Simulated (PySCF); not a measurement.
**HOMO energy and vertical ionisation energy**

ωB97X-D3(BJ)/ma-def2-TZVP single points (PySCF) on relaxed neutral molecules. The ionisation energy is the difference of two SCF energies at the neutral's structure.

```csv
molecule,−ε(HOMO) / eV,vertical ionisation energy / eV
"1,4-dibromobenzene, `Brc1ccc(Br)cc1` (C6H4Br2)",9.18,8.98
`C=C(C)Br` (C3H5Br),9.59,?
"vinyl bromide, `C=CBr` (C2H3Br)",9.79,9.86
"bromocyclopropane, `BrC1CC1` (C3H5Br)",9.97,10.01
"allyl bromide, `C=CCBr` (C3H5Br)",10.13,10.10
"methyl bromide, `CBr` (CH3Br)",10.43,10.71
"3-bromopropyne, `C#CCBr` (C3H3Br)",10.46,10.52
`BrC(Br)Br` (CHBr3),10.57,10.67
"dibromomethane, `BrCBr` (CH2Br2)",10.61,10.76
```

Question: Fit a straight line to the complete rows and predict the ionisation energy of `C=C(C)Br` (C3H5Br).

Answer: IE = -2.217 + 1.224·(−ε) (8 points, rms 0.08 eV, correlation 0.990). At 9.59 this gives 9.52 eV; the calculation itself gave 9.53 eV, so the fit is off by 0.01.

(2-bromopropene) Run with `OMP_NUM_THREADS=1 python redox_run.py task.json out` on 1 thread of Intel Xeon Platinum 8488C, a shared host. Structures, frequencies and single points: 7.2 min of wall time.
